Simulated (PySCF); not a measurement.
Spinor energies of In (indium, neutral)

Start: [Kr] 4d10 5s2 5d1; 5d5/2 filled at m_j = +5/2. Calculated with PySCF 2.14 in x2c-TZVPall-2c with one added diffuse shell each of s, p, d, f type (9s10p6d3f, 90 functions): generalised Hartree-Fock with the X2C-1e Hamiltonian and a Gaussian nucleus; one run each with spin-orbit coupling (SO) switched off, then screened by Boettger's factors. This is a chosen level, not necessarily the ground level.

| spinor shell | electrons | ε, spin-free (eV) | ε, screened SO (eV) | weight of nominal j (screened SO) | rms radius, screened SO (bohr) |
| --- | --- | --- | --- | --- | --- |
| 1s1/2 | 2 | -28085.1 | -28082.6 | 1.000 | 0.0340 |
| 2s1/2 | 2 | -4298.9 | -4298.2 | 1.000 | 0.139 |
| 2p1/2 | 2 | -3851.8 | -3997.9 | 1.000 | 0.120 |
| 2p3/2 | 4 | -3851.8 | -3784.9 | 1.000 | 0.125 |
| 3s1/2 | 2 | -857.54 | -857.38 | 1.000 | 0.371 |
| 3p1/2 | 2 | -707.47 | -734.75 | 1.000 | 0.365 |
| 3p3/2 | 4 | -707.47 | -694.93 | 1.000 | 0.376 |
| 3d3/2 | 4 | -475.16 | -479.85 | 1.000 | 0.350 |
| 3d5/2 | 6 | -475.16 | -471.88 | 1.000 | 0.353 |
| 4s1/2 | 2 | -147.75 | -147.73 | 1.000 | 0.907 |
| 4p1/2 | 2 | -100.70 | -105.52 | 1.000 | 0.971 |
| 4p3/2 | 4 | -100.70 | -98.497 | 1.000 | 1.00 |
| 4d3/2 | 4 | -30.907 | -31.478 | 1.000 | 1.26 |
| 5s1/2 | 2 | -13.313 | -13.318 | 1.000 | 2.77 |
| 5d5/2 | 1 | -1.293 | -1.291 | 1.000 | 7.71 |

Question: Where does 4d5/2 lie, and what is the 4d spin-orbit splitting (screened SO)?

Answer: At -30.525 eV, 0.954 eV above 4d3/2.

```json
{"quantity": "E (hartree)", "spin-free": "-5877.47870", "screened SO": "-5878.76143"}
{"quantity": "M_J", "spin-free": "5/2", "screened SO": "5/2"}
{"quantity": "⟨J²⟩", "spin-free": "8.751", "screened SO": "8.751"}
{"quantity": "⟨L²⟩", "spin-free": "6.001", "screened SO": "6.017"}
{"quantity": "⟨S²⟩", "spin-free": "0.750", "screened SO": "0.767"}
```

Breit and QED terms are absent; they matter most for the inner s and p1/2 levels.

Densities and radii are taken from the X2C orbitals without a picture-change correction, which distorts them close to the nucleus.

Without spin-orbit coupling the j labels of p, d and f shells carry no meaning; the spin-free column gives the mean over the occupied spinors of each nl shell.
